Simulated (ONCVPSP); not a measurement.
**Scattering properties, ONCV potential for platinum (Pt)**

```
Element                 : Pt (Z = 78)
Generator               : ONCVPSP 4.0.1
Type                    : optimised norm-conserving Vanderbilt (ONCV)
Functional              : PBE
Relativity              : fully relativistic
Frozen core             : [Kr] 4d10 4f14
Valence charge          : 18
Reference configuration : 5s2 5p6 5d9 6s0.75 6p0.25
Partial waves           : 5s+6s: rc 1.75 bohr, ncon 3, nbas 8, qcut 8.6 1/bohr, 2 projectors; 5p+6p: rc 1.70 bohr, ncon 3, nbas 7, qcut 6.4 1/bohr, 2 projectors; 5d: rc 1.35 bohr, ncon 4, nbas 7, qcut 8 1/bohr, 2 projectors, debl 2.4 Ha; f scattering state at 0.11 Ha: rc 1.35 bohr, ncon 4, nbas 7, qcut 7.8 1/bohr, 2 projectors, debl 3.3 Ha
Local potential         : polynomial inside 1.35 bohr (lpopt 2, dvloc0 3 Ha)
Core correction         : none
```

Open shells are filled in proportion to 2j + 1.

The phase is arctan(r·R′/R) of the radial function R(r), unwrapped; energies in Ha, scanned from -5 to 5 Ha. A pole is an energy at which the radial function vanishes at the test radius. The pseudo phase is shifted by a multiple of π to meet the all-electron one at the reference energy, and phase errors are pseudo minus all-electron; the curves can meet again beyond the range given. Levels narrower than the energy grid can be missing from the lists of poles.

For each channel, where are the poles, and over which energies does the pseudopotential scatter like the atom?

```json
{"channel": "s", "radius (bohr)": "1.78", "reference energy (Ha)": "-0.22", "poles, all-electron": "-3.58, 4.73", "poles, pseudo": "-3.58, 4.62", "unbroken range about the reference energy with phases within 0.05 rad": "the whole range", "phase error 1 Ha above the reference energy (rad)": "-0.001"}
{"channel": "p3/2", "radius (bohr)": "1.72", "reference energy (Ha)": "-0.04", "poles, all-electron": "-1.37", "poles, pseudo": "-1.37", "unbroken range about the reference energy with phases within 0.05 rad": "the whole range", "phase error 1 Ha above the reference energy (rad)": "-0.000"}
{"channel": "p1/2", "radius (bohr)": "1.72", "reference energy (Ha)": "-0.06", "poles, all-electron": "-2.11", "poles, pseudo": "-2.11", "unbroken range about the reference energy with phases within 0.05 rad": "the whole range", "phase error 1 Ha above the reference energy (rad)": "-0.001"}
{"channel": "d5/2", "radius (bohr)": "1.37", "reference energy (Ha)": "-0.23", "poles, all-electron": "3.33", "poles, pseudo": "3.33", "unbroken range about the reference energy with phases within 0.05 rad": "the whole range", "phase error 1 Ha above the reference energy (rad)": "-0.000"}
{"channel": "d3/2", "radius (bohr)": "1.37", "reference energy (Ha)": "-0.28", "poles, all-electron": "3.07", "poles, pseudo": "3.07", "unbroken range about the reference energy with phases within 0.05 rad": "the whole range", "phase error 1 Ha above the reference energy (rad)": "-0.000"}
{"channel": "f7/2", "radius (bohr)": "1.37", "reference energy (Ha)": "0.11", "poles, all-electron": "-2.44", "poles, pseudo": "-3.32", "unbroken range about the reference energy with phases within 0.05 rad": "above -2.0", "phase error 1 Ha above the reference energy (rad)": "-0.002"}
{"channel": "f5/2", "radius (bohr)": "1.37", "reference energy (Ha)": "0.11", "poles, all-electron": "-2.57", "poles, pseudo": "-3.12", "unbroken range about the reference energy with phases within 0.05 rad": "above -2.2", "phase error 1 Ha above the reference energy (rad)": "-0.001"}
```

Note: ghosts flagged at negative energy: f7/2 at -94.8 eV, f5/2 at -88.2 eV; no localised positive-energy state flagged. A true bound ghost makes a file unfit for plane-wave use.

Phases in the d3/2 channel:

```
E (Ha)  all-electron  pseudo
 -4.96         1.212   1.212
 -4.72         1.196   1.195
 -4.48         1.178   1.177
 -4.24         1.157   1.156
 -4.00         1.133   1.132
 -3.76         1.105   1.104
 -3.52         1.073   1.072
 -3.28         1.034   1.033
 -3.04         0.988   0.987
 -2.80         0.931   0.930
 -2.56         0.860   0.859
 -2.32         0.769   0.769
 -2.08         0.653   0.653
 -1.84         0.503   0.502
 -1.60         0.309   0.308
 -1.36         0.072   0.071
 -1.12        -0.192  -0.193
 -0.88        -0.451  -0.452
 -0.64        -0.676  -0.676
 -0.40        -0.856  -0.856
 -0.16        -0.996  -0.996
  0.08        -1.103  -1.103
  0.32        -1.188  -1.188
  0.56        -1.255  -1.255
  0.80        -1.310  -1.310
  1.04        -1.356  -1.356
  1.28        -1.394  -1.394
  1.52        -1.427  -1.427
  1.76        -1.456  -1.456
  2.00        -1.482  -1.482
  2.24        -1.504  -1.504
  2.48        -1.526  -1.526
  2.72        -1.545  -1.545
  2.96        -1.563  -1.563
  3.20        -1.580  -1.580
  3.44        -1.597  -1.597
  3.68        -1.612  -1.613
  3.92        -1.628  -1.628
  4.16        -1.644  -1.644
  4.40        -1.659  -1.660
  4.64        -1.675  -1.676
  4.88        -1.692  -1.693
```
